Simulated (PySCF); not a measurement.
Excitation energy of Pd²⁺ by level of theory

Pd²⁺ [Kr] 4d8 (3F) → Pd²⁺ [Kr] 4d7 5s1 (5F), as a difference of total energies. Calculation: PySCF 2.14, in def2-TZVPPD with the def2 core potential (28 electrons); scalar relativity through the core potential. Correlated levels: valence and next inner shell: nothing frozen outside the core potential. The calculations carry no spin-orbit coupling.

```csv
method,excitation energy (cm⁻¹)
UHF,50092
MP2 (valence and next inner shell),53303
SCS-MP2 (valence and next inner shell),54686
CCSD (valence and next inner shell),52963
CCSD(T) (valence and next inner shell),52984
```
